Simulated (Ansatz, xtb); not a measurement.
**F2GeH6Si2: 8 structures ranked**

8 gas-phase structures of F2GeH6Si2, from a drawn sample of its isomers (lower ones may exist). Each was relaxed with GFN2-xTB; where two conformers were screened, the lower at r2SCAN-D4/def2-SVP is listed:

A. `F[SiH2][Si@H](F)[GeH3]`, a singlet
B. `F[SiH2][GeH2][SiH2]F`, a singlet
C. `[F][GeH2][Si@H](F)[SiH3]`, a singlet
D. `F[SiH](F)[GeH2][SiH3]`, a singlet
E. `F[SiH](F)[SiH2][GeH3]`, a singlet
F. `[F][Ge]([F])([SiH3])[SiH3]`, a singlet
G. `F[SiH2][Ge@H]([F])[SiH3]`, a singlet
H. `F[SiH2][SiH2][GeH2][F]`, a singlet

Question: Make a reasoned guess at their ranking by r2SCAN-D4/def2-SVP single-point energy.

Answer: Calculated order at r2SCAN-D4/def2-SVP: D (0.000), E (0.162), B (0.338), A (0.639), G (1.068), H (1.120), C (1.222), F (1.450) eV.

Energies above the lowest of each column, in eV; the last columns are at PBE0-D4/def2-SVP geometries and were run for some of them only (a dash: not run or not comparable):

```json
{"structure": "D", "GFN2-xTB": "0.000", "HF/STO-3G": "0.000", "r2SCAN-D4/def2-SVP": "0.000", "PBE0-D4/def2-SVP": "0.000", "CCSD(T)/def2-SVP + ΔMP2/def2-TZVPP": "0.000"}
{"structure": "E", "GFN2-xTB": "0.615", "HF/STO-3G": "0.133", "r2SCAN-D4/def2-SVP": "0.162", "PBE0-D4/def2-SVP": "0.123", "CCSD(T)/def2-SVP + ΔMP2/def2-TZVPP": "0.162"}
{"structure": "B", "GFN2-xTB": "0.052", "HF/STO-3G": "0.096", "r2SCAN-D4/def2-SVP": "0.338", "PBE0-D4/def2-SVP": "0.364", "CCSD(T)/def2-SVP + ΔMP2/def2-TZVPP": "0.329"}
{"structure": "A", "GFN2-xTB": "0.592", "HF/STO-3G": "0.377", "r2SCAN-D4/def2-SVP": "0.639", "PBE0-D4/def2-SVP": "–", "CCSD(T)/def2-SVP + ΔMP2/def2-TZVPP": "–"}
{"structure": "G", "GFN2-xTB": "0.206", "HF/STO-3G": "0.969", "r2SCAN-D4/def2-SVP": "1.068", "PBE0-D4/def2-SVP": "–", "CCSD(T)/def2-SVP + ΔMP2/def2-TZVPP": "–"}
{"structure": "H", "GFN2-xTB": "0.803", "HF/STO-3G": "1.096", "r2SCAN-D4/def2-SVP": "1.120", "PBE0-D4/def2-SVP": "–", "CCSD(T)/def2-SVP + ΔMP2/def2-TZVPP": "–"}
{"structure": "C", "GFN2-xTB": "0.869", "HF/STO-3G": "1.114", "r2SCAN-D4/def2-SVP": "1.222", "PBE0-D4/def2-SVP": "–", "CCSD(T)/def2-SVP + ΔMP2/def2-TZVPP": "–"}
{"structure": "F", "GFN2-xTB": "0.310", "HF/STO-3G": "1.701", "r2SCAN-D4/def2-SVP": "1.450", "PBE0-D4/def2-SVP": "1.303", "CCSD(T)/def2-SVP + ΔMP2/def2-TZVPP": "1.560"}
```

Every level run on D puts it lowest or level with the lowest. Flexible structures stand in one conformer each, not always the lowest. E keeps a small imaginary mode. B keeps a small imaginary mode. Frequencies (GFN2-xTB) were run for B, D, E, F alone. The ΔMP2 step shifts differences by up to 0.276 eV, which makes them less sure. ΔMP2 is the change of the MP2 energy from the smaller to the larger basis.

Over these structures GFN2-xTB departs from r2SCAN-D4/def2-SVP by 0.349 eV on average once a common shift is removed. A GFN2-xTB relaxation took about 0.26 s and the r2SCAN-D4/def2-SVP energy about 3.1 s on a shared host (Ansatz 0.2.0, xtb 6.7.1).
